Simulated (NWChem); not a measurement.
Molecule: SOF, doublet; SMILES O=[S]F

```xyz
3

O     -0.5616     1.1950     0.0000
S      0.4523     0.1276     0.0000
F     -0.3097    -1.3141     0.0000
```
Atoms are numbered in this order, from 1.

Level: PBE0/def2-SVP, spin-unrestricted (NWChem), optimised geometry, unscaled harmonic frequencies. In the optimisation the excess spin sits in a" (Cs, its own frame).

List the harmonic frequencies with IR intensities, and the thermochemistry.


```
frequency (cm⁻¹)  IR intensity (km/mol)
----------------  ---------------------
391                                13.6
795                               143.7
1231                               50.2
```

```yaml
zero_point_energy: 3.5 kcal/mol
thermal correction to the enthalpy at 298.15 K (with zero-point energy): 6.1 kcal/mol
heat capacity Cv: 8.3 cal/(mol K)
"entropy at 298.15 K and 1 atm (symmetry number 1, electronic part: spin degeneracy alone)": 63.5 cal/(mol K)
dipole_moment: 1.86 D
```

Rigid rotor and harmonic oscillator.
